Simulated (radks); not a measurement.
Task: Isoelectronic series with 55 electrons, each ion in its NIST ground configuration. Calculated with a radial shooting solver on a logarithmic mesh with Libxc functionals: scalar-relativistic Kohn-Sham, BLYP, spin-polarised, spherical densities, point nucleus; open shells are filled with parallel spins first (spin-orbit coupling, left out, can overturn this in heavy ions). Total energies (hartree) and mean radii <r> (bohr):

| ion | configuration | E (hartree) | 4d down | 4d up | 4p down | 4p up |
|---|---|---|---|---|---|---|
| Cs | [Xe] 6s1 | -7787.6318 | 0.8370 | 0.8370 | 0.7395 | 0.7395 |
| Ba+ | [Xe] 6s1 | -8136.0916 | 0.8006 | 0.8006 | 0.7156 | 0.7156 |
| La2+ | [Xe] 5d1 | -8493.4040 | 0.7676 | 0.7677 | 0.6932 | 0.6931 |
| Ce3+ | [Xe] 4f1 | -8859.8766 | 0.7442 | 0.7442 | 0.6748 | 0.6748 |
| Pr4+ | [Xe] 4f1 | -9235.2788 | 0.7167 | 0.7166 | 0.6550 | 0.6551 |
| Nd5+ | [Kr] 4d10 4f2 5s2 5p5 | -9619.3682 | 0.6966 | 0.6968 | 0.6389 | 0.6390 |
| Pm6+ | [Kr] 4d10 4f3 5s2 5p4 | -10012.8300 | 0.6778 | 0.6783 | 0.6237 | 0.6238 |
| Sm7+ | [Kr] 4d10 4f4 5s2 5p3 | -10415.7673 | 0.6601 | 0.6609 | 0.6092 | 0.6094 |
| Eu8+ | [Kr] 4d10 4f5 5s2 5p2 | -10828.0835 | 0.6441 | 0.6442 | 0.5956 | 0.5956 |
| Gd9+ | [Kr] 4d10 4f5 5s2 5p2 | -11250.0348 | 0.6243 | 0.6241 | 0.5804 | 0.5803 |
| Tb10+ | [Kr] 4d10 4f6 5s2 5p1 | -11681.6140 | 0.6102 | 0.6093 | 0.5682 | 0.5678 |
| Dy11+ | [Kr] 4d10 4f7 5s2 | -12123.0326 | 0.5969 | 0.5953 | 0.5565 | 0.5559 |
| Ho12+ | [Kr] 4d10 4f7 5s2 | -12573.9012 | 0.5798 | 0.5781 | 0.5432 | 0.5424 |
| Er13+ | [Kr] 4d10 4f7 5s2 | -13034.3897 | 0.5637 | 0.5619 | 0.5303 | 0.5295 |
| Tm14+ | [Kr] 4d10 4f9 | -13503.4500 | 0.5546 | 0.5537 | 0.5214 | 0.5210 |
| Yb15+ | [Kr] 4d10 4f9 | -13983.8926 | 0.5398 | 0.5389 | 0.5095 | 0.5091 |
| Lu16+ | [Kr] 4d10 4f9 | -14474.2265 | 0.5258 | 0.5248 | 0.4981 | 0.4976 |

Estimate the row of Hf17+ ([Kr] 4d10 4f9).

Result: E (hartree) -14974.5342; 4d down 0.5124; 4d up 0.5115; 4p down 0.4871; 4p up 0.4865.
